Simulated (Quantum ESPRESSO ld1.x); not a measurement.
Question: Excited configurations of neutral platinum: one electron is placed in a higher orbital outside [Xe] 4f14 5d9. The ground configuration is [Xe] 4f14 5d9 6s1. Method: Dirac Kohn-Sham, PBE, spin-unpolarised, spherical densities, point nucleus; open shells fill j = l - 1/2 first; computed with ld1.x of Quantum ESPRESSO 7.5. Excitation = E - E(ground); binding = E(ion) - E, where the ion is the core of charge +1; n* = 1/sqrt(2 binding) in atomic units, and the quantum defect is n - n*.

outer orbital  excitation (eV)  binding (eV)     n*  quantum defect  eigenvalue (eV)  <r> (bohr)
5f5/2                    8.283         0.910  3.866           1.134           -0.435       17.38
6p1/2                    4.599         4.594  1.721           4.279           -2.047       4.190
6d3/2                    7.620         1.573  2.941           3.059           -0.720       10.39
6f5/2                    8.565         0.628  4.654           1.346           -0.366       29.42
7p1/2                    7.336         1.857  2.707           4.293           -1.053       10.74
7d3/2                    8.209         0.984  3.719           3.281           -0.554       19.57
7f5/2                    8.739         0.454  5.476           1.524           -0.286       44.13

Estimate the row for 7s1/2.

Answer: excitation (eV) 6.603; binding (eV) 2.590; n* 2.292; quantum defect 4.708; eigenvalue (eV) -1.516; <r> (bohr) 8.300. The Delta-SCF ionisation energy is 9.193 eV (NIST Atomic Spectra Database: 8.959 eV, measured). Self-interaction in the functional shifts the binding energies and quantum defects, so they are the method's values and not measured ones. Spin polarisation and multiplet splitting are left out, so open shells lie too high by an amount that depends on their filling.

Beside tabulated values, note that spin-unpolarised runs miss the spin-polarisation part of the exchange energy of open shells.
